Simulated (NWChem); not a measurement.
System: BeHSeBr; SMILES [Be]([Br])[SeH]

Input file for NWChem:

```
start job
memory heap 200 mb stack 900 mb global 1100 mb
geometry units angstroms noautoz
  Be    -0.005415     0.047520     0.002771
  Br    -0.099692    -1.911029     0.003328
  Se     0.128025     2.071089     0.002306
  H     -1.343215     2.172146    -0.003578
end
basis spherical
  * library def2-svpd
end
dft
  xc b3lyp
  iterations 150
end
tddft
  nroots 6
  notriplet
end
task tddft energy
```

NWChem printed, in part:

```
             Northwest Computational Chemistry Package (NWChem) 7.3.0
             --------------------------------------------------------

 CS  symmetry detected

                             Geometry "geometry" -> ""
                             -------------------------

 Output coordinates in angstroms (scale by  1.889725989 to convert to a.u.)

  No.       Tag          Charge          X              Y              Z
 ---- ---------------- ---------- -------------- -------------- --------------
    1 Be                   4.0000     0.00303935    -0.03200307     0.00000000
    2 Br                  35.0000     0.01149246    -1.99280169     0.00000000
    3 Se                  34.0000     0.03028949     1.99577783     0.00000000
    4 H                    1.0000    -1.44423605     2.01962523     0.00000000

 Effective nuclear repulsion energy (a.u.)     248.5323227429

      Symmetry information
      --------------------

 Group name             Cs
 Group number              2
 Group order               2
 No. of unique centers     4

                                 NWChem DFT Module
                                 -----------------

 Summary of "ao basis" -> "ao basis" (spherical)
 ------------------------------------------------------------------------------
       Tag                 Description            Shells   Functions and Types
 ---------------- ------------------------------  ------  ---------------------
 Be                        def2-svpd                 6       12   3s3p
 Br                        def2-svpd                15       41   6s5p4d
 Se                        def2-svpd                15       41   6s5p4d
 H                         def2-svpd                 4        8   2s2p

      Symmetry analysis of basis
      --------------------------

        a'         71
        a"         31

            General Information
            -------------------
          SCF calculation type: DFT
          Wavefunction type:  closed shell.
          No. of atoms     :     4
          No. of electrons :    74
           Alpha electrons :    37
            Beta electrons :    37
          Charge           :     0
          Spin multiplicity:     1
          Use of symmetry is: off; symmetry adaption is: on
          Maximum number of iterations: 150
          AO basis - number of functions:   102
                     number of shells:    40
          Convergence on energy requested:  1.00D-06
          Convergence on density requested:  1.00D-05
          Convergence on gradient requested:  5.00D-04

              XC Information
              --------------
                         B3LYP Method XC Potential
                     Hartree-Fock (Exact) Exchange  0.200
                        Slater Exchange Functional  0.800 local
                    Becke 1988 Exchange Functional  0.720 non-local
              Lee-Yang-Parr Correlation Functional  0.810
                  VWN I RPA Correlation Functional  0.190 local

             Grid Information
             ----------------
          Grid used for XC integration:  medium
          Radial quadrature: Mura-Knowles
          Angular quadrature: Lebedev.
          Tag              B.-S. Rad. Rad. Pts. Rad. Cut. Ang. Pts.
          ---              ---------- --------- --------- ---------
          Be                  1.05       49          12.0       434
          Br                  1.15      112          15.0       590
          Se                  1.15      112          14.0       590
          H                   0.35       45          13.0       434
          Grid pruning is: on
          Number of quadrature shells:   318
          Spatial weights used:  Erf1

      Superposition of Atomic Density Guess
      -------------------------------------

 Sum of atomic energies:       -4986.65515689

      Non-variational initial energy
      ------------------------------

 Total energy =   -4987.376855
 1-e energy   =   -7439.181910
 2-e energy   =    2203.272732
 HOMO         =      -0.314358
 LUMO         =       0.002925

      Symmetry analysis of molecular orbitals - initial
      -------------------------------------------------

  Numbering of irreducible representations:

     1 a'          2 a"

  Orbital symmetries:

     1 a'          2 a'          3 a'          4 a'          5 a'
     6 a'          7 a"          8 a'          9 a'         10 a"
    11 a'         12 a'         13 a'         14 a'         15 a"
    16 a'         17 a'         18 a"         19 a'         20 a'
    21 a'         22 a"         23 a'         24 a"         25 a'
    26 a'         27 a"         28 a'         29 a"         30 a'
    31 a'         32 a'         33 a'         34 a"         35 a'
    36 a'         37 a"         38 a'         39 a'         40 a'
    41 a"         42 a'         43 a'         44 a"         45 a'
    46 a'         47 a"

 !! scf_movecs_sym_adapt:   10 vectors were symmetry contaminated

  Symmetry fudging

[...]

                                NWChem TDDFT Module
                                -------------------

            General Information
            -------------------
           No. of orbitals :     204
            Alpha orbitals :     102
             Beta orbitals :     102
        Alpha frozen cores :       0
         Beta frozen cores :       0
     Alpha frozen virtuals :       0
      Beta frozen virtuals :       0
         Spin multiplicity :       1
    Number of AO functions :     102
        Use of symmetry is : off
      Symmetry adaption is : on
         Schwarz screening :  0.10D-07

              XC Information
              --------------
                  B3LYP Method XC Potential
              Hartree-Fock (Exact) Exchange   0.20
                 Slater Exchange Functional   0.80 local
             Becke 1988 Exchange Functional   0.72 non-local
       Lee-Yang-Parr Correlation Functional   0.81
           VWN I RPA Correlation Functional   0.19 local

             TDDFT Information
             -----------------
          Calculation type : TDDFT
         Wavefunction type : Restricted singlets
          No. of electrons :      74
           Alpha electrons :      37
            Beta electrons :      37
              No. of roots :       6
          Max subspacesize :    5200
            Max iterations :     100
               Target root :       1
           Target symmetry : none
      Symmetry restriction : off
                 Algorithm : Optimal
        Davidson threshold :  0.10D-03

    6 smallest eigenvalue differences (eV)
--------------------------------------------------------
  No. Spin  Occ  Vir  Irrep   E(Occ)    E(Vir)   E(Diff)
--------------------------------------------------------
    1    1   37   38 a"       -0.266    -0.048     5.926
    2    1   37   39 a"       -0.266    -0.031     6.403
    3    1   37   40 a'       -0.266    -0.024     6.592
    4    1   37   41 a"       -0.266     0.000     7.246
    5    1   36   38 a'       -0.321    -0.048     7.432
    6    1   35   38 a"       -0.323    -0.048     7.483
--------------------------------------------------------

  Entering Davidson iterations
  Restricted singlet excited states

  Iter   NTrls   NConv    DeltaV     DeltaE      Time
  ----  ------  ------  ---------  ---------  ---------
    1      6       0     0.19E+00   0.10+100       43.4
    2     18       0     0.44E-01   0.21E-01       58.4
    3     30       0     0.17E-01   0.13E-02       71.3
    4     42       0     0.93E-02   0.24E-03       71.0
    5     54       0     0.43E-02   0.42E-04       70.9
    6     66       1     0.21E-02   0.11E-04       70.5
    7     76       4     0.82E-03   0.19E-05       65.4
    8     80       4     0.36E-03   0.26E-06       58.0
    9     84       5     0.14E-03   0.36E-07       57.6
   10     86       6     0.88E-04   0.57E-08       52.8
  ----  ------  ------  ---------  ---------  ---------
  Convergence criterion met

  Ground state a'      -4990.618055492429 a.u.

  ----------------------------------------------------------------------------
  Root   1 singlet a"             0.174431434 a.u.                4.7465 eV
  ----------------------------------------------------------------------------
     Transition Moments    X  0.00000   Y -0.00000   Z  0.08075
     Dipole Oscillator Strength                    0.0007581994
     Electric Quadrupole                           0.0000000142
     Magnetic Dipole                               0.0000002639
     Total Oscillator Strength                     0.0007584775

     Occ.   37  a"  ---  Virt.   38  a'   0.99582 X
     Occ.   37  a"  ---  Virt.   39  a'   0.05902 X
  ----------------------------------------------------------------------------
  Root   2 singlet a"             0.198993908 a.u.                5.4149 eV
  ----------------------------------------------------------------------------
     Transition Moments    X  0.00000   Y -0.00000   Z  0.54183
     Dipole Oscillator Strength                    0.0389468928
     Electric Quadrupole                           0.0000002658
     Magnetic Dipole                               0.0000006348
     Total Oscillator Strength                     0.0389477935

     Occ.   37  a"  ---  Virt.   38  a'   0.05603 X
     Occ.   37  a"  ---  Virt.   39  a'  -0.98889 X
     Occ.   37  a"  ---  Virt.   41  a'  -0.12173 X
  ----------------------------------------------------------------------------
  Root   3 singlet a'             0.217747335 a.u.                5.9252 eV
  ----------------------------------------------------------------------------
     Transition Moments    X -0.06243   Y  0.95965   Z -0.00000
     Dipole Oscillator Strength                    0.1342513544
     Electric Quadrupole                           0.0000000994
     Magnetic Dipole                               0.0000000434
     Total Oscillator Strength                     0.1342514973

[...]
```

Level: B3LYP/def2-SVPD, full TDDFT. The geometry was optimised at PBE0/def2-SVP.
